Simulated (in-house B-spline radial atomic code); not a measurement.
Values are calculated unless marked as measured or tabulated.
**Stopping of slow ions oscillates with Z: B to Cl at r_s = 2.67**

A nucleus sits in a uniform electron gas with a rigid positive background. The Kohn-Sham equations are solved self-consistently in the spin-unpolarised LDA (PW92), non-relativistic, on B-splines with outgoing waves at the boundary and partial waves to l = 8. The model has no lattice, no bands and no magnetic solution. Atomic units; δ_l are the phase shifts at the Fermi level, counted so that each bound state adds π, and good to about 0.0005.

The density parameter is r_s = 2.67 bohr, near that of the valence electrons of Cu (1 per atom, density 8.96 g/cm³, mass 63.55 u, which gives r_s = 2.67). The friction coefficient Q = n k_F σ_tr gives dE/dx = Q v for slow ions. Some elements are left out of the table, so an extreme may lie at one of them.

| ion | δ0/π | δ1/π | δ2/π | δ3/π | σ_tr (bohr²) | Q (a.u.) |
| --- | --- | --- | --- | --- | --- | --- |
| B | 1.336 | 0.385 | 0.001 | 0.000 | 43.07 | 0.3883 |
| C | 1.456 | 0.516 | -0.001 | 0.001 | 49.35 | 0.4449 |
| N | 1.544 | 0.649 | -0.000 | 0.001 | 41.28 | 0.3721 |
| O | 1.623 | 0.775 | 0.007 | 0.002 | 26.68 | 0.2405 |
| F | 1.716 | 0.887 | 0.019 | 0.003 | 14.48 | 0.1305 |
| Ne | 1.836 | 0.989 | 0.033 | 0.004 | 6.78 | 0.0611 |
| Mg | 2.118 | 1.200 | 0.050 | 0.004 | 13.15 | 0.1185 |
| Al | 2.244 | 1.320 | 0.053 | 0.004 | 29.98 | 0.2702 |
| Si | 2.349 | 1.445 | 0.055 | 0.005 | 47.05 | 0.4242 |
| P | 2.440 | 1.569 | 0.061 | 0.006 | 54.62 | 0.4924 |
| S | 2.524 | 1.682 | 0.075 | 0.007 | 52.14 | 0.4700 |
| Cl | 2.610 | 1.783 | 0.098 | 0.007 | 46.23 | 0.4167 |

Problem. Where are the largest and smallest frictions, and what do the phase shifts say there?

Solution. Largest: P, Q = 0.4924; smallest: Ne, Q = 0.0611, a ratio of 8.1. For the largest δ1/π = 1.57: the p resonance is about half filled and sits at the Fermi level, where it scatters most. For the smallest the differences δ_l − δ_(l+1), measured from the nearest multiple of π, are 0.15π, 0.04π, 0.03π; σ_tr grows with the sines of these.

Problem. At equal speed, Lindhard and Scharff's formula, with silicon as an example target, scales as Z^(7/6)/(Z^(2/3) + 14^(2/3))^(3/2). How does its rise from the first ion to the last compare?

Solution. It rises smoothly by 0.6228/0.2534 = 2.46, while Q changes by 0.417/0.388 = 1.07. The statistical formula averages over shells, so it can't show the oscillation.
